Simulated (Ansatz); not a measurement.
This geometry of C3H9BSSn (15 atoms, charge 0, multiplicity 1) is a first-order saddle point.

These are results of RHF/def2-SVP (Ansatz), not measurements.

```xyz
15
Properties=species:S:1:pos:R:3
C 0.277 -2.171 0.551
B 0.238 -0.649 0.969
C -0.572 0.445 0.193
Sn 0.508 0.928 -1.695
C -0.925 1.685 0.958
S -1.042 3.188 0.393
H -0.120 -2.765 1.383
H -0.291 -2.419 -0.347
H 1.309 -2.508 0.414
H 0.882 -0.308 1.932
H -1.497 0.018 -0.216
H 1.803 1.991 -1.390
H -0.586 1.544 -2.845
H 1.134 -0.558 -2.286
H -1.142 1.526 2.014
```

Question: Which two structures does it join? (They come from a converged band through this point; their orientation in space is the band's.)

Answer: No bond is made or broken. The dihedral H11–C3–C5–S6 goes from -10 to -166°.

Initial state:

```xyz
15
Properties=species:S:1:pos:R:3
C -0.169 -2.244 0.463
B 0.140 -0.744 0.845
C -0.550 0.475 0.155
Sn 0.823 0.965 -1.552
C -0.672 1.722 0.932
S -1.886 2.787 0.874
H -0.693 -2.696 1.315
H -0.799 -2.372 -0.419
H 0.747 -2.828 0.334
H 0.959 -0.521 1.704
H -1.476 0.244 -0.374
H 2.059 1.988 -0.976
H -0.152 1.741 -2.709
H 1.484 -0.484 -2.172
H 0.161 1.918 1.608
```

Final state:

```xyz
15
Properties=species:S:1:pos:R:3
C 0.534 -1.993 0.831
B 0.230 -0.450 1.000
C -0.750 0.318 0.044
Sn 0.597 0.786 -1.682
C -1.364 1.567 0.548
S -0.615 2.936 0.968
H 0.127 -2.505 1.712
H 0.101 -2.459 -0.055
H 1.609 -2.191 0.847
H 0.773 0.157 1.882
H -1.501 -0.353 -0.380
H 2.180 1.124 -1.153
H -0.099 2.099 -2.510
H 0.607 -0.614 -2.668
H -2.449 1.526 0.645
```

Question: How far does it lie above each of them?

Answer: 0.219 eV above the first and 0.147 eV above the second. This is the barrier of this one path; another mechanism may lie lower.

Run time: 5.9 min on 2 threads of Arm Neoverse V1, on a shared host, peak memory 0.45 GiB.
